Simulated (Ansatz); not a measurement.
This geometry of C2H6OSi (10 atoms, charge 0, multiplicity 1) is a first-order saddle point.

All numbers below come from RKS B3LYP-D4/def2-SVP in Ansatz 0.2.0.

```xyz
10
Properties=species:S:1:pos:R:3
C -0.785 0.638 -0.928
C -0.166 -0.383 -0.006
O 1.162 -0.708 -0.239
Si 0.777 0.049 1.620
H -0.206 1.574 -0.926
H -1.816 0.868 -0.617
H -0.812 0.259 -1.965
H -0.757 -1.298 0.166
H 0.783 -1.240 2.421
H 1.903 0.189 0.476
```

Task: Which two structures does it join? (They come from a converged band through this point; their orientation in space is the band's.)

Result: Bonds broken: Si4–H10. Bonds formed: O3–H10.

Initial state:

```xyz
10
Properties=species:S:1:pos:R:3
C -0.771 0.614 -0.982
C -0.332 -0.471 -0.030
O 0.999 -1.034 -0.322
Si 1.010 -0.307 1.209
H -0.030 1.425 -1.053
H -1.730 1.048 -0.655
H -0.911 0.199 -1.996
H -1.082 -1.265 0.111
H 1.145 -1.211 2.378
H 1.786 0.950 1.343
```

Final state:

```xyz
10
Properties=species:S:1:pos:R:3
C -0.704 0.654 -0.806
C -0.187 -0.382 0.159
O 1.290 -0.597 0.031
Si 0.625 0.079 1.848
H -0.228 1.637 -0.643
H -1.785 0.791 -0.646
H -0.557 0.360 -1.862
H -0.646 -1.368 0.016
H 0.593 -1.353 2.386
H 1.682 0.128 -0.480
```

Task: How far does it lie above each of them?

Result: 209.9 kJ/mol above the first and 105.7 kJ/mol above the second. This is the barrier of this one path; another mechanism may lie lower. The orbitals stay closed-shell, which can raise the energy where a bond breaks towards radicals; this wasn't checked here.

The run took 79 s on 2 threads of Intel(R) Xeon(R) CPU @ 2.60GHz (Ice Lake), on a shared host, peak memory 0.2 GiB.
